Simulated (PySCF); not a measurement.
**Two-photon absorption: SMILES C=N/C=C\[SiH2]F, C$_{3}$H$_{6}$FNSi**

Geometry:
| atom | x (Å) | y (Å) | z (Å) |
| --- | --- | --- | --- |
| C1 | 2.059 | -1.029 | -0.512 |
| N2 | 0.863 | -0.649 | -0.319 |
| C3 | 0.563 | 0.711 | -0.262 |
| C4 | -0.719 | 1.050 | -0.056 |
| Si5 | -1.934 | -0.360 | 0.123 |
| F6 | -3.401 | 0.322 | 0.360 |
| H7 | 2.283 | -2.102 | -0.555 |
| H8 | 2.902 | -0.323 | -0.641 |
| H9 | 1.382 | 1.440 | -0.386 |
| H10 | -1.009 | 2.104 | -0.001 |
| H11 | -2.043 | -1.178 | -1.115 |
| H12 | -1.658 | -1.199 | 1.320 |

The calculation used TDDFT BHandHLYP/aug-cc-pVDZ excited states, vertical, gas phase in PySCF. Geometry: PBE0-D3(BJ)/def2-SVP.

(1) How strongly do the lowest singlets absorb one photon, and two photons of half the energy?

## Answers

(1) δ for parallel linear polarisation; σ at the peak of a Lorentzian of half width 0.1 eV, single beam; Ω is circular over linear.
```tsv
state	E (eV)	f	photon λ (nm)	δ (au)	σ (GM)	Ω	main
S1	4.83	0.000	514	0.29	0.00	1.50	HOMO−1→LUMO 0.90
S2	5.61	0.490	442	144	1.66	0.77	HOMO→LUMO 0.98
S3	6.67	0.001	372	100	1.64	1.50	HOMO→LUMO+1 0.71, HOMO→LUMO+2 0.11
S4	6.72	0.003	369	4.03	0.07	1.50	HOMO−3→LUMO 0.67, HOMO−1→LUMO+4 0.08
S5	7.09	0.075	350	576	10.61	0.71	HOMO→LUMO+4 0.83
```

Among these, the strongest one-photon state is S2, the strongest two-photon state S5, with a dipole change of 2.7 D (relaxed, norm of the difference vector).
